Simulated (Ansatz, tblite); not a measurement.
Removing an electron: TiOCl2 (TiCl₂O). The state is a singlet with charge 0. Geometry: PBE-D4/def2-SVP. Ansatz, gas phase; energy differences of separate SCF runs; the oxidised species was run as a doublet alone.

```xyz
4

Ti    0.0363   -0.2427    0.0933
O    -1.3676   -0.9030   -0.2786
Cl    1.3917    0.0112   -1.6508
Cl   -0.0604    1.1345    1.8362
```

The xTB rows come from tblite.

```
              level  −HOMO (eV)  vertical IE (eV)  −LUMO (eV)  HOMO–LUMO gap (eV)
           GFN1-xTB       13.55             16.19       11.14                2.41
r2SCAN-D4/def2-TZVP        8.19             11.09        4.76                3.43
  PBE0-D4/def2-TZVP        9.26             11.35        3.92                5.34
```

Question: Estimate the rows for GFN2-xTB, PBE-D4/def2-TZVP.

Answer: 
```json
{"level": "GFN2-xTB", "−HOMO (eV)": "12.27", "vertical IE (eV)": "15.15", "−LUMO (eV)": "10.18", "HOMO–LUMO gap (eV)": "2.09"}
{"level": "PBE-D4/def2-TZVP", "−HOMO (eV)": "7.82", "vertical IE (eV)": "10.84", "−LUMO (eV)": "4.84", "HOMO–LUMO gap (eV)": "2.98"}
```

  Raw xTB energy differences between charge states are shifted by several eV; the methods need an empirical correction for them.
